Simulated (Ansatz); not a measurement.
Reaction (cleavage of the Ge–B bond): `[SiH3][SiH2][BH][GeH3]` + `OC(O)=S` → `OC(=S)[O][GeH3]` + `B[SiH2][SiH3]`

Computed with Ansatz on PBE0-D4/def2-TZVP structures; ΔE is electronic, products minus reactants. CCSD(T)/CBS adds triple-zeta CCSD(T) − MP2 to the extrapolated MP2 energy (def2 sets, frozen cores). Functionals use def2-TZVPP. B3LYP here is the variant with VWN-RPA as its local correlation; programs differ in this. For Ge outer-core shells are correlated without core-valence functions, which leaves a few kJ/mol of doubt a bond. Scalar relativity is left out up to krypton. One conformer a species, not always the lowest.

```json
{"species": "`[SiH3][SiH2][BH][GeH3]`", "B3LYP energy (Eh)": "-2686.32575"}
{"species": "`OC(O)=S`", "B3LYP energy (Eh)": "-588.06578"}
{"species": "`OC(=S)[O][GeH3]`", "B3LYP energy (Eh)": "-2666.32964"}
{"species": "`B[SiH2][SiH3]`", "B3LYP energy (Eh)": "-608.07480"}
```

Question: Work out ΔE.

Answer: ΔE = (-2666.32964) + (-608.07480) − (-2686.32575) − (-588.06578) = -0.01291 Eh = -8.1 kcal/mol. CCSD(T)/CBS gives -6.5 kcal/mol.

Largest T1 diagnostic among the species: 0.016.

In def2-TZVPP, CCSD(T) changes the Hartree–Fock value by +6.2 kcal/mol (the triples alone add +0.5 kcal/mol) and MP2 by +5.1 kcal/mol. From PBE to PBE0 (25 % exact exchange), in def2-TZVPP and without D4, ΔE moves by −0.9 kcal/mol.
